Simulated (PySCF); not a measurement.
Compound: C3H8OSeSi.
Geometry (PBE0-D3(BJ)/def2-SVP, Å), atoms numbered from 1 in this order:
```
atom  x, y, z in Å
Si1   -1.710    1.496    0.415
O2    -0.485    0.358    0.526
C3     0.841    0.655    0.315
C4     1.790   -0.498    0.623
C5     2.944    0.282    1.254
Se6    1.789    1.832    1.653
H7    -1.755    2.075   -0.963
H8    -1.464    2.599    1.393
H9    -2.973    0.777    0.723
H10    1.002    1.099   -0.684
H11    1.294   -1.128    1.375
H12    2.050   -1.129   -0.243
H13    3.405   -0.171    2.141
H14    3.729    0.570    0.540
```

All values: B3LYP/def2-SVPD (PySCF, non-relativistic), on one gas-phase PBE0-D3(BJ)/def2-SVP geometry that isn't relaxed in the solvent. The solvent is an IEF-PCM continuum (van der Waals radii × 1.2), and excitations are vertical TDDFT with non-equilibrium linear response and a frozen core. Only the electrostatic response of the medium enters. Spin–orbit coupling is left out although an atom past zinc is present.

Gas-phase singlets (H = HOMO, L = LUMO):

```json
{"state": "S1", "E (eV)": "3.768", "λ (nm)": "329", "f": "0.000", "leading configurations": "H→L 98%"}
{"state": "S2", "E (eV)": "5.200", "λ (nm)": "238", "f": "0.022", "leading configurations": "H→L+1 77%, H→L+2 20%"}
{"state": "S3", "E (eV)": "5.393", "λ (nm)": "230", "f": "0.002", "leading configurations": "H→L+2 74%, H→L+1 17%"}
{"state": "S4", "E (eV)": "5.595", "λ (nm)": "222", "f": "0.042", "leading configurations": "H→L+3 63%, H-1→L 30%"}
{"state": "S5", "E (eV)": "5.636", "λ (nm)": "220", "f": "0.049", "leading configurations": "H-1→L 58%, H→L+3 30%"}
```

Task: What are the lowest 5 singlets in chloroform (ε = 4.711)?

Result: 
| state | E (eV) | λ (nm) | f | leading configurations | change by rank (eV) |
| --- | --- | --- | --- | --- | --- |
| S1 | 3.851 | 322 | 0.000 | H→L 99% | +0.083 |
| S2 | 5.269 | 235 | 0.038 | H→L+1 82%, H→L+2 16% | +0.069 |
| S3 | 5.515 | 225 | 0.005 | H→L+2 63%, H-1→L 23%, H→L+1 10% | +0.122 |
| S4 | 5.622 | 221 | 0.113 | H-1→L 70%, H→L+2 17% | +0.027 |
| S5 | 5.799 | 214 | 0.032 | H→L+3 90% | +0.163 |

Task: How does the list change in acetonitrile (ε = 35.69)?

Result: 
```
state  E (eV)  λ (nm)      f  leading configurations  change by rank (eV)
   S1   3.899     318  0.000                 H→L 99%               +0.131
   S2   5.300     234  0.039    H→L+1 87%, H→L+2 11%               +0.100
   S3   5.559     223  0.020    H→L+2 47%, H-1→L 46%               +0.166
   S4   5.660     219  0.095    H-1→L 48%, H→L+2 38%               +0.065
   S5   5.896     210  0.034               H→L+3 90%               +0.260
```

Task: The ground-state energy changes by -0.147 eV from gas to acetonitrile. By how much does the total energy of gas-phase S1 change?

Result: E(S1) = E(S0) + excitation energy, so it changes by -0.147 + 0.131 = -0.016 eV: it is lowered less than the ground state, which is what a blue shift means. This is the vertical state, with the slow part of the continuum still set for S0.

Task: How do the frontier levels move from gas to acetonitrile?

Result: 
| orbital | gas (eV) | solvent (eV) | change (eV) |
| --- | --- | --- | --- |
| LUMO+2 | 0.22 | 0.25 | +0.03 |
| LUMO+1 | 0.02 | 0.09 | +0.07 |
| LUMO | -1.00 | -0.96 | +0.04 |
| HOMO | -6.00 | -6.12 | -0.12 |
| HOMO-1 | -7.47 | -7.45 | +0.02 |
| HOMO-2 | -8.36 | -8.30 | +0.06 |
| HOMO-3 | -9.15 | -9.10 | +0.05 |

The HOMO–LUMO gap goes from 5.00 to 5.16 eV. Rows go by rank; for LUMO+1 and LUMO+2 the atom shares or the degeneracy differ between the runs, so the row needn't follow one orbital.
